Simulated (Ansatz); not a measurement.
C₂H₁₀GeN₂ (`C[NH][GeH2][NH]C`), relaxed with RKS PBE0-D4/def2-TZVP in the Gaussian-basis code of Ansatz from a GFN2-xTB geometry. The force threshold is 0.005 eV/Å; the program also tests the step.

The species carries charge 0 and has multiplicity 1.

Start:

```xyz
15

C     1.568   -1.287   -0.194
N     0.281   -1.349    0.476
Ge   -1.221   -0.622   -0.231
N    -0.770    1.101   -0.570
C    -0.215    1.975    0.449
H     1.713   -2.090   -0.924
H     2.374   -1.340    0.541
H     1.634   -0.335   -0.716
H     0.161   -2.233    0.951
H    -2.264   -0.903    0.832
H    -1.702   -1.116   -1.580
H    -1.396    1.608   -1.180
H    -0.979    2.452    1.072
H     0.429    1.381    1.094
H     0.386    2.758   -0.020
```

Question: By how much does the energy fall, and how many steps does the optimiser take? (An estimate is asked.)

Answer: Ansatz gave: 0.07 eV, in 8 steps, 1 of them rejected.

Question: Which bonds change most? (Estimate.)

Answer: Ansatz gave: Ge3–H11 from 1.515 to 1.547 Å; Ge3–H10 from 1.515 to 1.547 Å; N2–Ge3 from 1.812 to 1.829 Å; Ge3–N4 from 1.813 to 1.829 Å.

Question: Give the relaxed structure. (An estimate is asked.)

Answer: Ansatz gave: 
```xyz
15

C     1.579   -1.440   -0.289
N     0.383   -1.306    0.517
Ge   -1.127   -0.574   -0.211
N    -0.669    1.159   -0.571
C    -0.358    2.062    0.518
H     1.548   -2.270   -1.010
H     2.457   -1.581    0.347
H     1.735   -0.518   -0.854
H     0.216   -2.105    1.110
H    -2.223   -0.772    0.863
H    -1.568   -1.160   -1.574
H    -1.218    1.594   -1.298
H    -1.237    2.429    1.068
H     0.289    1.550    1.234
H     0.194    2.932    0.150
```
